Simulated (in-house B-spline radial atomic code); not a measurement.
# RPA and G0W0 on LC-wPBE: K⁻

Configuration [Ar] 4s2, mean-field start LC-wPBE. Computed with a B-spline radial code for spherical atoms: all electrons, scalar-relativistic (spin-free one-electron X2C), finite nucleus, each spin shell either full or empty, empty states to l = 9 with an (l + 1/2)⁻⁴ tail; G0W0 by contour deformation at full frequency.

Command:
```bash
python run_gw.py task.json out
```
Settings (radii: box in bohr, nucleus in fm):
```
Z                        19
electrons                20
configuration            [Ar] 4s2
hamiltonian              x2c
method                   lc_wpbe
lmax                     9
rms_radius               3.4349
spin_polarised           False
box_radius               60
intervals                75
ion_configuration        [Ar] 4s1
```

Cost of the run: 9.6 s on 1 thread of Arm Neoverse N1, with other jobs on the host.

Energies (hartree):

```
                                     term       value
                         mean-field total  -602.11389
Hartree-Fock functional on these orbitals  -601.44892
                      direct second order     -1.2637
                    second-order exchange     0.43023
                         SOSEX correction     0.39191
```

Problem. What is the RPA correlation energy, and what remains with SOSEX?

Solution. RPA gives -1.1067 hartree (-1.51 eV per electron); RPA + SOSEX gives -0.71474, and the second-order doubles -0.83349 hartree (no singles). SOSEX takes back 35 % of the RPA value.

Quasi-particle levels (eV):

```json
{"level": "4s", "occupied": "yes", "mean field": "-0.650", "Σx - vxc": "0.53", "Σc": "?", "QP weight": "?", "G0W0": "?"}
```

G0W0 = mean field + (Σx - vxc) + Σc, with Σc (partial-wave tail included) taken at the quasi-particle energy. Only the outer levels were computed. Levels of low weight are left out.

Problem. Where does G0W0 put 4s?

Solution. At -0.651 eV, with Σc = -0.53 eV and a quasi-particle weight of 0.899. The tabulated removal energy is 0.501 eV (electron affinity of the neutral atom); the calculation leaves out spin-orbit coupling, Breit and QED terms, and what these don't explain is the method's own error.

Problem. What does it cost to remove one electron (to [Ar] 4s1) by differences of total energies, each species on its own start (correlation terms add to the Hartree-Fock functional)?

Solution. LC-wPBE 0.412 eV, Hartree-Fock functional -0.107 eV, + RPA 0.373 eV, + RPA + SOSEX 0.259 eV, + second order 0.380 eV. Tabulated: 0.501 eV (electron affinity of the neutral atom); the calculation leaves out spin-orbit coupling, Breit and QED terms, and what these don't explain is the method's own error.
